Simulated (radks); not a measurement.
Values are calculated unless marked as measured or tabulated.
The sulfur anion S2-, [Ar], held by a Watson sphere: a shell of charge +2 at radius R that stands for the Madelung well of a crystal (potential energy -2/R inside, -2/r outside, in hartree with lengths in bohr). Level of theory: scalar-relativistic Kohn-Sham, LDA (Slater exchange, Perdew-Wang correlation), spin-polarised, spherical densities, point nucleus (a radial shooting solver on a logarithmic mesh with Libxc functionals). Response by self-consistent Sternheimer equations with the Hartree and adiabatic LDA kernel, the relativistic mass of each level held fixed and spin-orbit coupling left out. The sphere does not respond.

\begin{tabular}{lrrrrrrr}
R (bohr) & e(2p) (eV) & e(3s) (eV) & e(3p) (eV) & <r> 3p (bohr) & sum of <r^2> (bohr^2) & X-ray form factor at sin(theta)/lambda = 0.2 1/angstrom & alpha (bohr^3) \\ \hline
2.05 & -153.41 & -18.336 & -8.437 & 2.080 & 39.90 & 11.493 & 24.06 \\
2.38 & -153.27 & -17.345 & -7.748 & 2.168 & 43.00 & 11.326 & 29.14 \\
3.04 & -152.90 & -15.676 & -6.383 & 2.324 & 48.96 & 11.132 & 43.13 \\
3.17 & -152.80 & -15.396 & -6.131 & 2.352 & 50.08 & 11.110 & 46.56 \\
3.41 & -152.60 & -14.918 & -5.688 & 2.400 & 52.12 & 11.081 & 53.55 \\
3.84 & -152.21 & -14.174 & -4.966 & 2.480 & 55.66 & 11.053 & 68.48 \\
3.85 & -152.20 & -14.158 & -4.950 & 2.482 & 55.74 & 11.053 & 68.87 \\
4.5 & -151.62 & -13.258 & -4.033 & 2.588 & 60.93 & 11.044 & 98.71 \\
4.65 & -151.49 & -13.082 & -3.848 & 2.611 & 62.12 & 11.045 & 107.1 \\
\end{tabular}
